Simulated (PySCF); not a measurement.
A GIAO shielding run with PySCF 2.14.0 with density-fitted response routines (density fitting, non-relativistic, gas phase) on `[SiH3]OC1COC1`, C$_{3}$H$_{8}$O$_{2}$Si:

```
$ OMP_NUM_THREADS=1 python probes_run.py task.json out

{"job": {"kind": "nmr", "xc": "PBE0", "basis": "STO-3G", "pop": true}, "charge": 0, "multiplicity": 1}
Si     2.304484     0.075482     0.411880
O      0.805350     0.166400    -0.318513
C     -0.388832     0.340338     0.374350
C     -1.153658    -0.915482     0.822621
O     -2.325523    -0.486374     0.138918
C     -1.620372     0.572592    -0.502394
H      3.306294     0.034415    -0.685006
H      2.522118     1.273107     1.282534
H      2.420115    -1.153196     1.257723
H     -0.282640     1.090540     1.180211
H     -1.320443    -1.056119     1.904339
H     -0.720967    -1.840280     0.396585
H     -1.403877     0.365272    -1.566395
H     -2.137182     1.542860    -0.414189
```

Hardware: 1 thread of an Arm Neoverse N1, shared host. The job also computes population analyses, field gradients, ring-centre shieldings.

Question: How large is the calculation?

Answer: 56 electrons, 42 basis functions and 651 auxiliary functions.

Question: How long does it take, and how much memory does it need?

Answer: 6.7 s of wall time, with 11 SCF cycles and 4 response iterations; peak memory 0.41 GiB. Times on a shared host scatter by some tens of per cent.

Question: And these other runs on the same molecule and hardware: GIAO shielding at B3LYP/pcSseg-1; GIAO shielding at B97-D/pcSseg-1; GIAO shielding at BLYP/pcSseg-1; GIAO shielding at BP86/pcSseg-1; GIAO shielding at HF/pcSseg-1; GIAO shielding at KT2/pcSseg-1?

Answer: B3LYP/pcSseg-1: 149 functions, 23 s; B97-D/pcSseg-1: 149 functions, 33 s; BLYP/pcSseg-1: 149 functions, 33 s; BP86/pcSseg-1: 149 functions, 32 s; HF/pcSseg-1: 149 functions, 12 s; KT2/pcSseg-1: 149 functions, 34 s.
